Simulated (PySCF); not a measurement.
Mo(OH)3 (quartet). All numbers come from UPBE0/[Mo def2-SVP with ECP28, O def2-SVP, H def2-SVP], scalar-relativistic core potentials, density fitting, no spin–orbit coupling, PySCF.

Harmonic bands of its minimum:

```tsv
ω (cm⁻¹)	IR (km/mol)
152	4.9
168	0.1
172	0.5
384	142
405	69.4
443	205
656	189
666	251
674	18.7
692	0.6
709	134
710	164
3843	144
3848	109
3851	58.2
```

**Question.** The central atom is Mo. Infer the point group and assign the bands.

**Answer.** Cs. The modes span 9a' + 6a'': 152 a', 168 a'', 172 a', 384 a'', 405 a'', 443 a', 656 a'', 666 a', 674 a', 692 a', 709 a', 710 a'', 3843 a', 3848 a'', 3851 a'. The computed geometry has Mo–O 1.892 Å (×3), O–H 0.966 Å (×3); H–O–Mo 121.0°, H–O–Mo 122.0° (×2), O–Mo–O 119.7° (×2), O–Mo–O 120.6°.

Only a few start shapes were tried, so a lower isomer may exist. With open d or f shells other occupations or spin states may lie lower.
